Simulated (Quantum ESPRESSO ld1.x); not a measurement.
Task: Species: Xe4+. Configuration: [Kr] 4d10 5s2 5p2. All-electron calculation, Dirac Kohn-Sham, PBE, spin-unpolarised, spherical densities, point nucleus; open shells fill j = l - 1/2 first. Program: ld1.x of Quantum ESPRESSO 7.5.

Spin-orbit splittings of the eigenvalues, e(l+1/2) - e(l-1/2), with zeta = 2 splitting/(2l+1) and mean radii in bohr:

| shell | occ. | splitting (eV) | zeta (eV) | <r> j=l-1/2 | <r> j=l+1/2 |
|---|---|---|---|---|---|
| 2p | 6 | ? | ? | 0.09620 | 0.1020 |
| 3p | 6 | 61.67 | 41.12 | 0.2961 | 0.3078 |
| 3d | 10 | 13.03 | 5.214 | 0.2787 | 0.2824 |
| 4p | 6 | 12.33 | 8.221 | 0.7448 | 0.7723 |
| 4d | 10 | 2.008 | 0.8032 | 0.8641 | 0.8745 |
| 5p | 2 | 1.867 | 1.245 | 1.900 | 1.963 |

Estimate the 2p splitting.

Result: 324.7 eV (zeta = 216.4 eV).
